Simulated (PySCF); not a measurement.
# Structure elucidation problem

Molecular formula: C₅H₁₄OP₂Si. Simulated spectra:

1H NMR (500 MHz, computed): δ 4.23 (m, 1H), 2.61 (m, 2H), 2.19 (m, 2H), 1.63 (m, 2H), 1.47 (m, 2H), 1.00 (m, 2H), 0.03 (d, 3H).

13C{1H} NMR (computed): δ 33.4 (CH2), 7.6 (CH2), -4.5 (CH3).

PySCF 2.14 calculation with shielding tensors at PBE0/pcSseg-1 (GIAO) and geometry: GFN2-xTB; a single conformation, no solvent model, equivalent nuclei averaged, non-relativistic Hamiltonian.

Chemical shifts δ = σref − σ; TMS for 1H, 13C, all at this level.

Deduce the structure.

Answers


3 carbon signals for 5 carbons: some carbons are equivalent by symmetry or fast rotation. Carbon types of the structure: 4 × CH2, 1 × CH3, leaving 3 H on heteroatoms. δC 33.4: sp3 CH2 bonded to P. δC 7.6: sp3 CH2 bonded to Si; an electropositive neighbour leaves it electron-rich and shielded. δC -4.5: methyl carbon bonded to Si; an electropositive neighbour leaves it electron-rich and shielded. δH 4.23: hydrogen on a silicon bonded to 3 C, in a 6-membered ring. δH 2.61: hydrogen on a phosphorus bonded to P. δH 2.19, 1.47: hydrogen on an sp3 CH2 bonded to P. δH 0.03: hydrogen on a methyl carbon bonded to Si; an electropositive neighbour shields it, as in TMS itself.

Structure: SMILES C[Si@H]1CC[P@](=O)(P)CC1.

The shifts were computed for this structure.

Splittings by 31P in the carbon and heteronuclear signals aren't shown, as no couplings were computed. Shifts are as computed. Against solution values, carbons near 30 ppm lie about +3 ppm off and those near 130 ppm about +5 ppm. Of 1211 compounds with measured shifts, 218 miss one by over three times the rms of a fit or turn the order of signals round; such compounds aren't used in these exercises. No couplings were computed; multiplicities are counted from neighbouring protons, with m where these are inequivalent, close in shift, in a saturated or five-membered ring or joined by F or P, and br s for small geminal =CH2 splittings.
